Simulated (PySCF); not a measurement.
# C₆ coefficients of unlike pairs at PBE

Calculated with PySCF 2.14 from the dipole response of each species, C₆(A,B) = (3/π) ∫ α_A(iu) α_B(iu) du, in atomic units, from isotropic polarisabilities. For ions this is the dispersion term alone; charge-induced terms of lower order in 1/R come first.

```
species      configuration                                                                             basis     relativity  α (bohr³)  C₆ (like pair)
   Ti³⁺      [Ar] 3d1 (2D)                                                       aug-cc-pVTZ-DK (8s7p5d3f2g)  spin-free X2C      2.321           5.895
   Fe²⁺      [Ar] 3d6 (5D)  aug-cc-pVTZ with one added diffuse shell each of s, p, d, f, g type (9s8p6d4f3g)           none      4.016           11.64
    Si⁺  [Ne] 3s2 3p1 (2P)                                                       aug-cc-pVQZ-DK (7s6p4d3f2g)  spin-free X2C      18.99           99.89
    B³⁺           1s2 (1S)                                                          aug-cc-pwCVTZ (7s6p4d2f)           none    0.02031        0.002721
```

Question: Estimate C₆ for Fe²⁺ with Ti³⁺.

Answer: The integral gives 8.212. The combination rule 2 C_A C_B / (C_A α_B/α_A + C_B α_A/α_B) gives 8.107 and the geometric mean 8.283.

No spin-orbit coupling is included.

The other pairs:

```csv
pair,C₆
"B³⁺, Ti³⁺",0.09398
"B³⁺, Si⁺",0.2164
"Si⁺, Fe²⁺",29.71
"B³⁺, Fe²⁺",0.1274
"Si⁺, Ti³⁺",19.50
```
